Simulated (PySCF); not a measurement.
# Electron correlation in F (fluorine, neutral)

[He] 2s2 2p5, 2P determinant. All numbers are calculated (PySCF 2.14, the spin-free X2C one-electron Hamiltonian (Gaussian nucleus), in dyall-acv3z). Frozen: nothing; 9 electrons correlated; the 5 highest virtual orbitals of each spin left out.

| level | correlation energy (mhartree) |
| --- | --- |
| CCSD | -279.91 |
| (T) | -4.85 |
| CCSD(T) | -284.76 |

Diagnostics: T1 = 0.0065, D1 = 0.0122, largest double amplitude 0.022.

Cost of the coupled-cluster step: of the order of 22 core-seconds, for 9 correlated electrons.

Iterations:

```
CC2 = 0
CCSD nocc = (np.int64(5), np.int64(4)), nmo = (71, 71)
frozen orbitals [[71, 72, 73, 74, 75], [71, 72, 73, 74, 75]]
max_cycle = 100
direct = 0
conv_tol = 1e-08
conv_tol_normt = 1e-06
diis_space = 8
diis_start_cycle = 0
Init t2, MP2 energy = -0.267929435956495
Init E_corr(UCCSD) = -0.267929435960648
cycle = 1  E_corr(UCCSD) = -0.276251135464012  dE = -0.0083216995  norm(t1,t2) = 0.0292026
cycle = 2  E_corr(UCCSD) = -0.279084154967986  dE = -0.0028330195  norm(t1,t2) = 0.00834802
cycle = 3  E_corr(UCCSD) = -0.279636837415833  dE = -0.000552682448  norm(t1,t2) = 0.00429136
cycle = 4  E_corr(UCCSD) = -0.279939872190297  dE = -0.000303034774  norm(t1,t2) = 0.00179359
cycle = 5  E_corr(UCCSD) = -0.279911210951504  dE = 2.86612388e-05  norm(t1,t2) = 0.000692944
cycle = 6  E_corr(UCCSD) = -0.27990803060412  dE = 3.18034738e-06  norm(t1,t2) = 0.000173835
cycle = 7  E_corr(UCCSD) = -0.279914266656853  dE = -6.23605273e-06  norm(t1,t2) = 5.9817e-05
cycle = 8  E_corr(UCCSD) = -0.27991469156609  dE = -4.24909237e-07  norm(t1,t2) = 1.59031e-05
cycle = 9  E_corr(UCCSD) = -0.279914054713561  dE = 6.36852529e-07  norm(t1,t2) = 5.69959e-06
cycle = 10  E_corr(UCCSD) = -0.279914037182855  dE = 1.75307056e-08  norm(t1,t2) = 1.61334e-06
cycle = 11  E_corr(UCCSD) = -0.279914084825495  dE = -4.76426399e-08  norm(t1,t2) = 4.5966e-07
cycle = 12  E_corr(UCCSD) = -0.279914088358743  dE = -3.53324775e-09  norm(t1,t2) = 9.15473e-08
UCCSD converged
E(UCCSD) = -99.78309224412546  E_corr = -0.2799140883587431
UCCSD(T) correction = -0.0048493928767456
```
